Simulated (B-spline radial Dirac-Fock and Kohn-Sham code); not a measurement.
Level of theory: Dirac-Fock orbitals of the configuration average with a finite nucleus; a radial finite-basis atomic code.

**Question.** This computed X-ray form factor belongs to an atom or ion in its tabulated ground configuration. Which?

```
sin θ/λ (Å⁻¹)      f₀
         0.05  47.931
          0.1  47.724
          0.2  46.911
         0.25  46.315
          0.3  45.603
         0.35  44.784
          1.1  27.362
            3  10.887
            6   4.490
```

**Answer.** Bi³⁵⁺, with 48 electrons in [Kr] 4d10 4f2. f₀ tends to the number of electrons as s goes to zero, which the first rows give only roughly, and the rate of fall reflects the nuclear charge, 83.

**Question.** This computed X-ray form factor belongs to an atom or ion in its tabulated ground configuration. Which?

| sin θ/λ (Å⁻¹) | f₀ |
| --- | --- |
| 0.1 | 39.693 |
| 0.2 | 38.799 |
| 0.4 | 35.563 |
| 0.45 | 34.537 |
| 0.5 | 33.457 |
| 1.1 | 21.146 |
| 1.2 | 19.705 |
| 1.4 | 17.360 |
| 2 | 12.616 |

**Answer.** Er²⁸⁺, with 40 electrons in [Kr] 4d4. f₀ tends to the number of electrons as s goes to zero, which the first rows give only roughly, and the rate of fall reflects the nuclear charge, 68.
